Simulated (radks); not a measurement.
Problem. The mean radii <r> (bohr) of the occupied orbitals of an atom or ion are listed with their occupations. All-electron calculation, non-relativistic Kohn-Sham, PBE, spin-polarised, spherical densities, point nucleus. Program: a radial shooting solver on a logarithmic mesh with Libxc functionals.

orbital  occ.     <r>
1s up       1  0.1297
1s down     1  0.1297
2s up       1  0.5580

Name the element and its charge. Open shells, if any, are filled with parallel spins first.

Solution. Z = 12, magnesium, charge +9: Mg9+ in [He] 2s1. The 1s radius gives Z: for a bare nucleus <r> = 1.5/Z, 0.125 bohr for Z = 12, and screening makes it slightly larger (0.1297 here). The occupations add up to 3, and the charge is Z minus that.
